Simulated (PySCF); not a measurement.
BCl₂ + Br₂ → BBr₂ + Cl₂

Level: PBE0 in the def2-TZVP basis family, all electrons, no relativity, computed in PySCF with density fitting; open shells unrestricted.

| species | state and structure | E (Eh) | ZPE (kJ/mol) | H(298 K) − H(0) (kJ/mol) | S° (J/(mol K)) |
| --- | --- | --- | --- | --- | --- |
| BCl₂ | doublet, C2v, B–Cl 1.720 Å (×2); Cl–B–Cl 125.5° | -944.95072 | 11.9 | 11.5 | 270.1 |
| Br₂ | singlet, D∞h, Br–Br 2.281 Å | -5147.70672 | 2.0 | 9.7 | 244.8 |
| BBr₂ | doublet, C2v, B–Br 1.878 Å (×2); Br–B–Br 126.3° | -5172.53118 | 9.6 | 12.1 | 293.2 |
| Cl₂ | singlet, D∞h, Cl–Cl 1.982 Å | -920.08940 | 3.5 | 9.1 | 222.5 |

Q: What is the electronic reaction energy?

A: At PBE0/def2-TZVP, ΔE = 96.8 kJ/mol from the differences of the total energies times 2625.5, uphill. 

Q: Add zero-point, thermal and entropy terms for 298.15 K and 1 bar.

A: ΔZPE = -0.8 and Δ[H(298) − H(0)] = 0.0 kJ/mol give ΔH° = 96.0 kJ/mol. ΔS° = 0.8 J/(mol K), so ΔG° = 96.0 − 298.15 × (0.0008) = 96 kJ/mol and log₁₀K = -16.8.

The structures come from searches over a few start shapes, so lower isomers are not excluded.
